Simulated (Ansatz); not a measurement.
Relaxed structures of CH3OSe (charge +1), closed shell (PBE0-D4/def2-TZVP; forces vanish, vibrations not checked; lower isomers may exist, and structures with a doubtful reference or unclear bonds are left out; Å). Program: Ansatz 0.2.0. Basis: def2-TZVPP. Cores are frozen in the correlated methods. Filled d shells of the heavier atoms are correlated. The def2 sets are not built for correlating such inner shells, so the correlated values are less sure here.

Problem. Rank them by CCSD(T) energy, lowest first, and give each one's height above the lowest. Links in brackets join atoms within 1.22 times the sum of their covalent radii (1.1 for two metals). (Judge from chemistry; the value comes from the calculation.)
A.
CH₃OSe ([CH2]1[O][SeH]1), total charge +1
```
6
angstrom
C -0.2832 0.5614 -0.5407
O -0.0316 0.1119 0.7313
Se 0.4958 -1.2256 -0.3719
H -0.8111 -1.9320 -0.3860
H 0.4172 1.2820 -0.9614
H -1.3219 0.5692 -0.8694
```
B.
CH₃OSe ([CH2]1[OH][Se]1), total charge +1
```
6
angstrom
C -0.2956 -0.0336 -0.4763
O -0.0022 0.0671 0.9491
Se 1.0351 -1.3039 0.0398
H -1.3034 -0.4076 -0.6175
H 0.0184 0.8301 -1.0528
H 0.5477 0.8480 1.1577
```
C.
CH₃OSe ([OH2][CH][Se]), total charge +1
```
6
angstrom
C 0.2472 -0.1252 -0.3006
O -0.2608 0.3717 1.0269
Se 0.6919 -1.7520 -0.4835
H -0.1241 -0.2812 1.7450
H 0.1876 0.7241 -0.9741
H -0.0232 1.2847 1.2862
```

Solution. Computed: C (0.00 kcal/mol), A (9.27 kcal/mol), B (11.44 kcal/mol). Heights count from the lowest.

T1 diagnostic: at most 0.015. The restricted Hartree–Fock reference is unstable towards an unrestricted one at one or more of these structures.

For scale, one of the runs: CCSD(T)/def2-TZVPP, 152 basis functions, launched by `ansatz run in.yaml --threads 2 --pin off --events-out ev --progress --plain --max-ram 4352MiB`. Hardware: 2 CPU threads of an AMD EPYC 9R45, shared host. Wall time 16 s; peak host memory 1.1 GiB.
